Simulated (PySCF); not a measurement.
Species: CH₆AsBO.
InChI=1S/CH6AsBO/c1-4-3-2/h3H,2H2,1H3

Theory: EOM-IP-CCSD/aug-cc-pVDZ in PySCF, restricted Hartree–Fock reference, frozen core, non-relativistic, gas phase, PBE0-D3(BJ)/def2-SVP geometry.

Hartree–Fock orbital energies give these Koopmans values (eV): HOMO 9.47, HOMO-1 11.50, HOMO-2 13.09, HOMO-3 13.30, HOMO-4 13.87, HOMO-5 15.70, HOMO-6 17.58, HOMO-7 17.81.

Question: What vertical ionisation energies does EOM-IP-CCSD give?

Answer: 
```json
{"leading hole (HF orbital)": "HOMO", "Koopmans (eV)": "9.47", "EOM-IP-CCSD (eV)": "9.17", "change (eV)": "-0.30", "one-hole share": "0.96"}
{"leading hole (HF orbital)": "HOMO-1", "Koopmans (eV)": "11.50", "EOM-IP-CCSD (eV)": "10.75", "change (eV)": "-0.75", "one-hole share": "0.95"}
{"leading hole (HF orbital)": "HOMO-3", "Koopmans (eV)": "13.30", "EOM-IP-CCSD (eV)": "11.97", "change (eV)": "-1.33", "one-hole share": "0.94"}
{"leading hole (HF orbital)": "HOMO-4", "Koopmans (eV)": "13.87", "EOM-IP-CCSD (eV)": "12.43", "change (eV)": "-1.44", "one-hole share": "0.95"}
{"leading hole (HF orbital)": "HOMO-2", "Koopmans (eV)": "13.09", "EOM-IP-CCSD (eV)": "12.47", "change (eV)": "-0.62", "one-hole share": "0.94"}
{"leading hole (HF orbital)": "HOMO-5", "Koopmans (eV)": "15.70", "EOM-IP-CCSD (eV)": "14.59", "change (eV)": "-1.11", "one-hole share": "0.93"}
{"leading hole (HF orbital)": "HOMO-6", "Koopmans (eV)": "17.58", "EOM-IP-CCSD (eV)": "16.08", "change (eV)": "-1.50", "one-hole share": "0.94"}
{"leading hole (HF orbital)": "HOMO-7", "Koopmans (eV)": "17.81", "EOM-IP-CCSD (eV)": "16.20", "change (eV)": "-1.61", "one-hole share": "0.94"}
```

Question: Does the order of the lines follow the orbital energies?

Answer: No: the HOMO-3 hole (11.97 eV) falls below the HOMO-2 hole (12.47 eV); the HOMO-4 hole (12.43 eV) falls below the HOMO-2 hole (12.47 eV). The corrections run from -1.61 to -0.30 eV, with a mean of -1.08 eV over the 8 lines; no line lies above its Koopmans value.

Question: At what kinetic energies would He I light (21.22 eV) eject these electrons?

Answer: 12.05 eV (HOMO), 10.47 eV (HOMO-1), 9.25 eV (HOMO-3), 8.79 eV (HOMO-4), 8.75 eV (HOMO-2), 6.63 eV (HOMO-5), 5.14 eV (HOMO-6), 5.02 eV (HOMO-7).

Question: What total energy has the lowest final state, and which wavelength reaches it?

Answer: E(CCSD) + ionisation energy = -2375.74363 + 0.33683 = -2375.40680 Eh, at the geometry of the initial state. The threshold wavelength is 1239.84 eV nm/9.17 eV = 135.2 nm.

Lines less than 0.15 eV apart could change places at a higher level. One root was sought for each valence orbital with −ε under 21 eV, eight at most, so deeper holes and satellites are missing; no vibrational structure.

Hardware: one thread, Intel Xeon Platinum 8259CL at 2.50 GHz (x86_64), on a shared host. Cost: 5.3 min, 2.9 GiB resident at most.

Shape of the structure used: `[CH3:1][O:2][BH:3][AsH2:4]`: C1–O2–B3–As4 -175°, H–As4–B3–O2 -135°, H–As4–B3–O2 -40°.

One conformer stands for the species.
